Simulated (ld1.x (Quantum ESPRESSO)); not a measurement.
Varying the RRKJ potential for germanium

Base potential:

* Element: Ge
* Generator: ld1.x (Quantum ESPRESSO) 7.5
* Type: norm-conserving RRKJ (Kleinman–Bylander form)
* Functional: PBE
* Relativity: scalar-relativistic
* Frozen core: [Ne]
* Valence charge: 22
* Reference configuration: 3s2 3p6 3d10 4s2 4p0 (charge +2)
* Partial waves: 3s (bound): rc 0.90 bohr; 3p (bound): rc 0.80 bohr; 3d (bound): rc 1.00 bohr
* Local potential: the d channel
* Core correction: Bessel-smoothed model core, default radius (core density twice the valence density)
* rho0: 0.02

Occupied shells without a wave of their own: 4s. They enter only through the test configuration that unscreens the potential, and ld1.x also counts them in the model core charge.

All-electron outer shells of the reference configuration (PBE, scalar-relativistic, ld1.x):

```json
{"shell": "2p", "level (eV)": "-1218.74", "outermost node (bohr)": "–", "outermost maximum (bohr)": "0.14"}
{"shell": "3s", "level (eV)": "-188.44", "outermost node (bohr)": "0.26", "outermost maximum (bohr)": "0.54"}
{"shell": "3p", "level (eV)": "-135.57", "outermost node (bohr)": "0.23", "outermost maximum (bohr)": "0.54"}
{"shell": "3d", "level (eV)": "-49.19", "outermost node (bohr)": "–", "outermost maximum (bohr)": "0.50"}
{"shell": "4s", "level (eV)": "-29.25", "outermost node (bohr)": "0.77", "outermost maximum (bohr)": "1.66"}
{"shell": "4p", "level (eV)": "-19.81", "outermost node (bohr)": "0.81", "outermost maximum (bohr)": "1.98"}
```

Cutoffs, loose and tight: the cutoffs (Ry, on a coarse ladder) from which the occupation-weighted sum of valence levels, in a spherical-Bessel basis at the reference potential, stays within 10 and 1 mRy of its value at 400 Ry. They do not see the model core or the augmentation charge, which bear on the density cutoff. Test errors are all-electron minus pseudo excitation energies from the reference, over the configurations 3s2 3p6 3d10 4s2 4p2; 3s2 3p6 3d10 4s2 4p1; 3s2 3p6 3d10 4s1 4p0; 3s2 3p6 3d9 4s2 4p2; 3s2 3p6 3d10 4s0 4p0; 3s2 3p6 3d10 4s2 4p1.5; 3s2 3p6 3d10 4s1 4p3. A dash means not determined; rows that change the core or the reference have their own tests. The largest error is taken over the tests solved by every variant that gives reliable tests at all: 3s2 3p6 3d10 4s1 4p3; 3s2 3p6 3d10 4s2 4p1; 3s2 3p6 3d10 4s2 4p1.5; 3s2 3p6 3d10 4s2 4p2; 3s2 3p6 3d9 4s2 4p2.

With those shells counted twice in exchange and correlation these files are broken, and their errors move erratically; no question is asked of them.

```tsv
change	outcome	cutoff, loose	cutoff, tight	bound ghosts	largest test error (meV)
base	generated, misses its reference levels by 0.52 eV	260 Ry	over 300 Ry	none	-1067
all radii but the core radius scaled by about 0.78 (s 0.70, p 0.62, d 0.78 bohr)	generated, misses its reference levels by 0.23 eV	over 300 Ry	over 300 Ry	none	-787
all radii but the core radius scaled by about 0.82 (s 0.74, p 0.66, d 0.82 bohr)	generated	over 300 Ry	over 300 Ry	none	-749
all radii but the core radius scaled by about 0.90 (s 0.82, p 0.72, d 0.90 bohr)	generated	300 Ry	over 300 Ry	none	-702
all radii but the core radius scaled by about 1.07 (s 0.96, p 0.86, d 1.06 bohr)	generated, misses its reference levels by 0.83 eV	230 Ry	over 300 Ry	none	-1282
all radii but the core radius scaled by about 1.15 (s 1.04, p 0.92, d 1.14 bohr)	generated, misses its reference levels by 1.37 eV	230 Ry	over 300 Ry	none	-1702
all radii but the core radius scaled by about 1.23 (s 1.10, p 0.98, d 1.24 bohr)	generated, misses its reference levels by 1.97 eV	200 Ry	over 300 Ry	none	-2242
all radii but the core radius scaled by about 1.31 (s 1.18, p 1.04, d 1.32 bohr)	generated, misses its reference levels by 2.87 eV	180 Ry	300 Ry	none	-2926
all radii but the core radius scaled by about 1.38 (s 1.24, p 1.10, d 1.38 bohr)	generated, misses its reference levels by 3.59 eV	160 Ry	300 Ry	none	-3486
```

Reading the sweep of the scale of all radii but the core radius (base = 1) (base included, trends over the rows without a ghost): The loose cutoff falls from 300 Ry at 0.9 to 160 Ry at 1.38. A larger radius leaves more room for a smooth pseudo-wave, so fewer plane waves are needed; a smaller one forces it to follow the all-electron wave where it bends sharply. The median size of the test errors (rows with all tests solved) rises from 446.5 meV at 0.78 to 1121.4 meV at 1.15, with one reversal. More of the atom is replaced by a form fitted at one configuration, so other configurations suffer as the radius grows.
